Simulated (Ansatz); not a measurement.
Consider the ligand exchange at the Si–C bond: `B[SiH2][CH2][AlH][CH3]` + `N[SiH2]F` → `B[SiH2]N[SiH2]F` + `[CH3][AlH][CH3]`.

Computed with Ansatz on PBE0-D4/def2-TZVP structures; ΔE is electronic, products minus reactants. CCSD(T)/CBS adds triple-zeta CCSD(T) − MP2 to the extrapolated MP2 energy (def2 sets, frozen cores). Functionals use def2-TZVPP. One conformer a species, not always the lowest.

**Question.** Is it downhill or uphill in electronic energy at CCSD(T)/CBS, and by how much? (Best estimate.)

**Answer.** Ansatz gave: Downhill: ΔE = -8.2 kcal/mol.

**Question.** What do these levels give: PBE0-D4, ωB97X-V, CCSD/def2-TZVPP, CCSD(T)/def2-TZVPP, MP2/def2-QZVPP, MP2/CBS(def2)? (An estimate is asked.)

**Answer.** The calculation gave: PBE0-D4 -7.5, ωB97X-V -9.0, CCSD/def2-TZVPP -8.6, CCSD(T)/def2-TZVPP -8.4, MP2/def2-QZVPP -8.5, MP2/CBS(def2) -8.4 kcal/mol.

Largest T1 diagnostic among the species: 0.012.

In def2-TZVPP, CCSD(T) changes the Hartree–Fock value by +1.3 kcal/mol (the triples alone add +0.1 kcal/mol) and MP2 by +1.1 kcal/mol.
